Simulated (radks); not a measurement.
Results of a calculation; reference values are marked as such.
Cd34+, configuration [Ne] 3s2 3p2 (the NIST ground configuration). Level of theory: non-relativistic Kohn-Sham, TPSS, spin-polarised, spherical densities, point nucleus; open shells are filled with parallel spins first (spin-orbit coupling, left out, can overturn this in heavy ions); meta-GGA in the generalised Kohn-Sham scheme; relativity is left out, which matters for an element this heavy (a radial shooting solver on a logarithmic mesh with Libxc functionals). Some entries of the table are withheld. Estimate them.

orbital  occ.  eigenvalue (eV)  <r^2> (bohr^2)
1s up       1        -27597.77        0.001343
1s down     1        -27593.56        0.001343
2s up       1        -5564.380             (1)
2s down     1        -5561.690             (2)
2p up       3              (3)             (4)
2p down     3              (5)             (6)
3s up       1        -2192.744          0.1210
3s down     1        -2175.166          0.1216
3p up       2        -2108.706          0.1119
3p down     0        -2091.262          0.1124

Answer. 
(1) 2s up <r^2> (bohr^2): 0.02141
(2) 2s down <r^2> (bohr^2): 0.02138
(3) 2p up eigenvalue (eV): -5332.102
(4) 2p up <r^2> (bohr^2): 0.01611
(5) 2p down eigenvalue (eV): -5327.691
(6) 2p down <r^2> (bohr^2): 0.01610
